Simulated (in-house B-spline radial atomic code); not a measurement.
A fraction x of an electron is removed from 5p in Tm⁵⁺, starting from [Kr] 4d10 4f11 5s2 5p5 and keeping the highest spin. Method: scalar-relativistic (X2C) SCAN, spin-polarised, spherical fractional occupations, Fermi nucleus of rms radius 5.2256 fm. Calculated with a radial B-spline atomic code at the basis-set limit.

```tsv
x	E(x) - E(0) (eV)	5p down level (eV)
0	0.0000	-87.417
0.12	10.6026	-89.298
0.16	14.1872	-89.931
0.27	24.1754	-91.676
0.48	43.7802	-95.047
0.5	45.6844	-95.373
0.54	49.5124	-96.027
0.72	67.0648	-99.002
0.76	71.0381	-99.660
0.98	93.3540	-103.179
1	95.4207	-103.489
```

The exact functional would give a straight line between the two integer points. Deviations E(x) - E(0) - x[E(1) - E(0)], in eV: -0.848 at x = 0.12, -1.08 at x = 0.16, -1.588 at x = 0.27, -2.022 at x = 0.48, -2.026 at x = 0.5, -2.015 at x = 0.54, -1.638 at x = 0.72, -1.482 at x = 0.76, -0.158 at x = 0.98.

The curve lies below the straight line by up to 2.026 eV (at x = 0.5): convex, the delocalisation error that favours fractional charges.

Task: How well does Slater's transition state (minus the level at half occupation) give the ionisation energy?

Result: It gives 95.373 eV against 95.421 eV from the two total energies; NIST lists 98.00 eV, ground level to ground level.
